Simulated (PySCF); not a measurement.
Molecule: CF3O2S (charge 0, doublet). It need not be the lowest isomer of its formula. 
Structure (B3LYP-D3(BJ)/def2-TZVP (Ansatz) minimum search):
```xyz
7

S      1.0595     0.2214    -0.0030
O      1.4891    -0.4178     1.2270
O      1.0503     1.6631    -0.1700
C     -0.7980    -0.3121    -0.2142
F     -1.5151     0.1998     0.7735
F     -1.2341     0.1417    -1.3785
F     -0.8596    -1.6339    -0.1864
```
Charge 0, spin multiplicity 2.

Dispersion corrections to the total energy (kcal/mol) from the dftd3 and dftd4 libraries through PySCF: D3(BJ) without and D4 with the three-body term, each with the damping fitted for the functional named.

```tsv
functional	D3(BJ)	D4
revPBE	-8.58	-13.29
TPSSh	-3.85	-4.92
TPSS	-4.21	-5.43
PBE0	…	-3.34
CAM-B3LYP	…	-3.34
r2SCAN	-0.88	-0.96
BHLYP	…	-4.59
```

### Question
Fill in the missing entries.

### Answer

- PBE0, D3(BJ): -2.87
- CAM-B3LYP, D3(BJ): -2.57
- BHLYP, D3(BJ): -4.65
